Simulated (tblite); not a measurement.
Compound: C4H4F2O3.
Numbering: `[O:1]=[C:2]1[O:3][CH2:4][CH2:5][C:6]([F:7])([F:8])[O:9]1` (hydrogens: H10, H11 on C4; H12, H13 on C5)

The geometry is computed with GFN2-xTB (gas phase).

(1) List the bond lengths, angles and torsions at this level.

Answers

(1) 
```tsv
bond	length (Å)	order
O1=C2	1.182	double
C2–O3	1.324	single
O3–C4	1.425	single
C4–C5	1.521	single
C5–C6	1.520	single
C6–F7	1.348	single
C6–F8	1.362	single
C6–O9	1.369	single
C2–O9	1.374	single
C4–H10, C4–H11	1.094	single
C5–H12, C5–H13	1.090	single
```

Bonds in one row agree within 0.01 Å and their mean is given. Orders are formal, as drawn. A selection of angles:
```tsv
angle	degrees
O1–C2–O3	122.4
O1–C2–O9	119.2
O3–C2–O9	118.5
C2–O3–C4	122.0
O3–C4–C5	110.6
C4–C5–C6	105.3
C5–C6–F7	111.6
C5–C6–F8	109.6
C5–C6–O9	113.8
F7–C6–F8	105.0
F7–C6–O9	107.5
F8–C6–O9	109.0
C2–O9–C6	123.3
```

Torsions: O1–C2–O3–C4 178° (antiperiplanar); C2–O3–C4–C5 35° (synclinal); O3–C4–C5–C6 -56° (synclinal); C4–C5–C6–F7 172° (antiperiplanar); C5–C6–O9–C2 -21° (synperiplanar); O1–C2–O9–C6 174° (antiperiplanar). The mirror-image conformer, all signs reversed, is as good.

The 6-membered ring C2–O3–C4–C5–C6–O9 has internal angles of 105.3° to 123.3° (sum 693°, against 720° for a flat polygon); it is puckered, 0.20 Å rms from its mean plane, widest ring torsion 56°. Of the pairs four or more bonds apart, F8···H11 is among the closest relative to their van der Waals radii: 2.60 Å, 97 % of the sum of Bondi's values. The C–O distances run from 1.182 Å (O1=C2, drawn double) to 1.425 Å (O3–C4, drawn single), a spread of 0.243 Å.

Point group: C1 (no symmetry element, even within 0.4 Å). Its GFN2-xTB frequencies are all real (lowest 67 cm⁻¹). One conformer, not necessarily the lowest.
